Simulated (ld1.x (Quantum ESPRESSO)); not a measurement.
## Cutoff test, Si, TM

```
Element                 : Si
Generator               : ld1.x (Quantum ESPRESSO) 7.5
Type                    : norm-conserving Troullier–Martins (Kleinman–Bylander form)
Functional              : PBEsol
Relativity              : non-relativistic
Frozen core             : [Ne]
Valence charge          : 4
Reference configuration : 3s2 3p2
Partial waves           : 3p (bound): rc 1.70 bohr; 3d channel at 0.25 Ry: rc 1.65 bohr; 3s (bound): rc 1.40 bohr
Local potential         : the s channel
Core correction         : a·sin(br)/r model core inside 0.90 bohr
```

The pseudo-atom Hamiltonian at the reference potential is diagonalised in spherical Bessel functions j_l(qr) that vanish at 20 bohr, with q² up to the cutoff. All-electron valence levels (Ry): 3p -0.2989, 3s -0.7882.

**Question.** How do the lowest levels (Ry) of each channel move with the cutoff, and are there ghosts?

**Answer.**

| cutoff (Ry) | p #1 | d #1 | d #2 | s #1 | f #1 | f #2 | Σ f·Δε (mRy) |
| --- | --- | --- | --- | --- | --- | --- | --- |
| 8 | -0.2982 | 0.0571 | 0.1362 | -0.7582 | 0.1099 | 0.2358 | 61.4 |
| 12 | -0.2983 | 0.0570 | 0.1353 | -0.7748 | 0.1099 | 0.2358 | 28.0 |
| 21 | -0.2984 | 0.0568 | 0.1345 | -0.7774 | 0.1099 | 0.2358 | 22.4 |
| 30 | -0.2986 | 0.0568 | 0.1342 | -0.7834 | 0.1099 | 0.2358 | 10.0 |
| 40 | -0.2988 | 0.0567 | 0.1340 | -0.7869 | 0.1099 | 0.2358 | 2.7 |
| 50 | -0.2988 | 0.0567 | 0.1340 | -0.7871 | 0.1099 | 0.2358 | 2.3 |
| 70 | -0.2988 | 0.0567 | 0.1340 | -0.7878 | 0.1099 | 0.2358 | 0.8 |
| 90 | -0.2989 | 0.0567 | 0.1340 | -0.7881 | 0.1099 | 0.2358 | 0.3 |
| 400 | -0.2989 | 0.0567 | 0.1340 | -0.7882 | 0.1099 | 0.2358 | 0.0 |

Result: no extra level below or beside the all-electron valence levels (p, d, s, f tested); 10 mRy is reached at 30 Ry and 1 mRy at 70 Ry.
